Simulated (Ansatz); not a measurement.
Born–Oppenheimer molecular dynamics of AlClH6O2Si2 (12 atoms, charge 0, multiplicity 1). It starts from a relaxed structure.

Level of theory: RKS PBE/STO-3G in Ansatz.

| Item | Value |
| --- | --- |
| ensemble | NVE (velocity Verlet) |
| time step | 1 fs |
| steps asked | 166 |
| starting velocities drawn for | 1000 K |
| seed | 695736 |

First frame:

```xyz
12
Properties=species:S:1:pos:R:3
Al -0.129 -1.033 -0.785
Cl 0.059 -1.677 1.212
O 1.214 -0.769 -1.776
Si 2.793 -1.030 -1.152
H 3.002 -2.415 -0.730
H 3.710 -0.730 -2.244
H 3.098 -0.150 -0.024
O -1.634 -0.748 -1.500
Si -3.067 -0.984 -0.584
H -3.216 -2.365 -0.127
H -3.136 -0.098 0.578
H -4.172 -0.665 -1.480
```

(1) How far do the bonds stretch over the last three quarters of this one trajectory? (Pairs bonded in most of those frames.)

## Answers

(1) 
```csv
bond,mean (Å),spread (Å),shortest,longest
Al1–Cl2,2.110,0.016,2.09,2.15
Al1–O3,1.690,0.034,1.63,1.77
Al1–O8,1.695,0.034,1.63,1.77
O3–Si4,1.714,0.037,1.63,1.78
Si4–H5,1.470,0.033,1.41,1.53
Si4–H6,1.464,0.043,1.39,1.53
Si4–H7,1.467,0.026,1.43,1.51
O8–Si9,1.730,0.020,1.69,1.76
Si9–H10,1.470,0.027,1.42,1.53
Si9–H11,1.480,0.061,1.38,1.58
Si9–H12,1.470,0.038,1.40,1.54
```

Mean temperature of the second half: 517 K. The conserved energy stayed within 1.5 meV per atom of its start (net change 0.43 meV per atom), so the integration is sound. The temperature averaged 0.52 of the 1000 K drawn at the start: a run that starts near a minimum puts about half its kinetic energy into the potential. A run of 0.17 ps of so small a system gives no equilibrium averages. Limits of this set-up: minimal basis.

Time of the run: 7.6 min on 1 thread of Arm Neoverse V2, on a shared host, peak memory 0.1 GiB.
